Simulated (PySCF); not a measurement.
PySCF job for GeFI, SMILES [F][Ge][I] (connectivity only; charge and spin as stated), neutral, multiplicity 1, IEF-PCM-M06-2X/def2-SVP. Coordinates come from a B3LYP-D3(BJ)/def2-TZVP optimisation. The def2 effective core potentials stand for the cores of I; spin–orbit coupling is left out.

```python
import numpy as np
from pyscf import gto, scf, dft
from pyscf.solvent import pcm

mol = gto.M(
    atom='''
    Ge    0.42785373   -1.37453539    0.00000000
    F    -1.22805400   -1.98118023    0.00000000
    I    -0.04978931    1.16633499    0.00000000
    ''',
    basis='def2-SVP',
    ecp={'I': 'def2-svp'},
    charge=0,
    spin=0,
    max_memory=1600,
    verbose=3,
)
mf = dft.RKS(mol, xc='m06-2x').density_fit(auxbasis='def2-universal-jkfit')
mf.grids.level = 4
mf.conv_tol = 1e-9
mf.max_cycle = 100
mf.kernel()
res = {}
for name, eps in {'water': 78.355, 'benzene': 2.2706, 'cyclohexanone': 15.619}.items():
    s = mf.PCM()
    s.with_solvent.method, s.with_solvent.eps, s.with_solvent.lebedev_order = 'IEF-PCM', eps, 29
    s.kernel(mf.make_rdm1())
    res[name] = (s.e_tot, eps, s.dip_moment(), s.mo_energy, s.converged)
    print(f'{name}: electrostatic solvation free energy {(s.e_tot - mf.e_tot) * 627.509474:.3f} kcal/mol')
```

It prints:

```
converged SCF energy = -2474.1733608817

WARN: PCM is an experimental feature. It is still in testing.
Features and APIs may be changed in the future.

converged SCF energy = -2474.17992370103
Dipole moment(X, Y, Z, Debye):  2.46037, -2.04452, -0.00000
water: electrostatic solvation free energy -4.118 kcal/mol

WARN: PCM is an experimental feature. It is still in testing.
Features and APIs may be changed in the future.

converged SCF energy = -2474.17624563376
Dipole moment(X, Y, Z, Debye):  2.15210, -1.62074, -0.00000
benzene: electrostatic solvation free energy -1.810 kcal/mol

WARN: PCM is an experimental feature. It is still in testing.
Features and APIs may be changed in the future.

converged SCF energy = -2474.17937094376
Dipole moment(X, Y, Z, Debye):  2.41220, -1.97848,  0.00000
cyclohexanone: electrostatic solvation free energy -3.771 kcal/mol
```

The run converged.

Cost: roughly 40 core-seconds.
